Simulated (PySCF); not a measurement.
GaCl2I, SMILES [Cl][Ga]([I])[Cl].

Geometry: PBE-D3(BJ)/def2-SVP. The structure was generated by enumeration; whether it is a known compound was not checked. The def2 effective core potentials stand for the cores of I; spin–orbit coupling is left out.

Method: PySCF 2.14.0 with PBE-D3(BJ)/def2-SVP.

Frequencies are harmonic and unscaled.

```
mode  ν (cm⁻¹)  IR (km/mol)  moving atoms (share of kinetic energy)
----  --------  -----------  --------------------------------------
1           87          1.8                Cl 58 %, Ga 25 %, I 17 %
2          112          5.4                         Cl 81 %, I 15 %
3          116          5.8                        Ga 66 %, Cl 31 %
4          235         13.3                Ga 37 %, I 36 %, Cl 27 %
5          404         62.5                        Cl 66 %, Ga 33 %
6          446         65.1                        Cl 58 %, Ga 42 %
```
